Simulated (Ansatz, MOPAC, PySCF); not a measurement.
Noncovalent pair: H2S (SMILES S) (first 3 atoms) with GeH4 (SMILES [GeH4]); geometry from B3LYP-D3(BJ)/def2-TZVP.
(charge 0, multiplicity 1):
```xyz
8

S      0.2669     1.8733     0.6899
H     -1.0639     1.8593     0.8654
H      0.2462     0.7260    -0.0072
Ge    -0.1718    -0.7165     3.5261
H     -0.9441     0.5598     3.8868
H      1.3308    -0.4197     3.4527
H     -0.6635    -1.2478     2.1709
H     -0.4314    -1.7858     4.6021
```

Counterpoise-corrected where a basis set is named; no monomer relaxation. Rows marked so take none.

Rows in 6-31G* carry no dispersion term and start afresh at each structure (6-31G* with six Cartesian d functions); the Pople sets are all-electron and without relativity. The state reached by AM1 isn't checked.

Codes used: Ansatz (a program for electronic structure) with Gaussian orbitals; MOPAC for AM1 (differences of heats of formation); PySCF for 6-31G* rows, M06-2X. 

Question: One of these levels gives 16.3 meV for the interaction energy. Which one is it?
A) BP86/6-31G* (no counterpoise)
B) M06-2X/def2-TZVPPD
C) BLYP/def2-TZVPPD
D) AM1

Answer: A, BP86/6-31G* (no counterpoise). The others give -4.6 (AM1), 40.8 (BLYP/def2-TZVPPD), -60.8 (M06-2X/def2-TZVPPD)
